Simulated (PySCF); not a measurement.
## Electric field gradients and quadrupole coupling constants

Species: AlH2(NMe2), C2H8AlN.
Structure used (PBE0-D3(BJ)/def2-SVP), in Å, numbered top down from 1:
```
atom  x, y, z in Å
Al1    0.944    1.604    0.004
H2     1.660    2.029   -1.348
H3     0.962    2.437    1.356
N4     0.047    0.061    0.004
C5    -0.652   -0.457    1.155
C6    -0.053   -0.803   -1.146
H7    -1.734   -0.589    0.955
H8    -0.553    0.224    2.015
H9    -0.261   -1.446    1.464
H10    0.493   -0.382   -2.004
H11    0.367   -1.809   -0.944
H12   -1.105   -0.953   -1.460
```

Field gradients from the PBE0/pcSseg-1 (pcSseg-2 on Al) density (PySCF, non-relativistic), principal values in atomic units, ordered |Vxx| ≤ |Vyy| ≤ |Vzz|:

```
atom      Vxx      Vyy      Vzz
 Al1  -0.5084  -0.6189   1.1274
  N4   0.0783   0.7344  -0.8127
```

Task: Find the asymmetry η = (Vxx − Vyy)/Vzz and the couplings χ = eQV/h (234.96 MHz × Q in barn × V in au), with Q(27Al) = 0.1466 b, Q(14N) = 0.02044 b.

Result: 
```json
{"atom": "Al1", "environment": "aluminium bonded to N and 2 H", "nucleus": "27Al", "η": "0.10", "χzz (MHz)": "38.83", "χxx (MHz)": "-17.51", "χyy (MHz)": "-21.32"}
{"atom": "N4", "environment": "nitrogen bonded to Al and 2 C", "nucleus": "14N", "η": "0.81", "χzz (MHz)": "-3.903", "χxx (MHz)": "0.376", "χyy (MHz)": "3.527"}
```

Task: What is Vzz at N4 in SI units (1 au = 9.71736 × 10²¹ V/m²)?

Result: -0.8127 au = -7.897 × 10²¹ V/m².

Were the hydrogens deuterons (Q(2H) = 0.00286 b), χzz would run from 69 kHz (H2 and H3) to 192 kHz (H8 and H10).

Isolated species at its PBE0-D3(BJ)/def2-SVP geometry, gas phase. The basis is small and wasn't made for field gradients, so the couplings can be 20 % off.
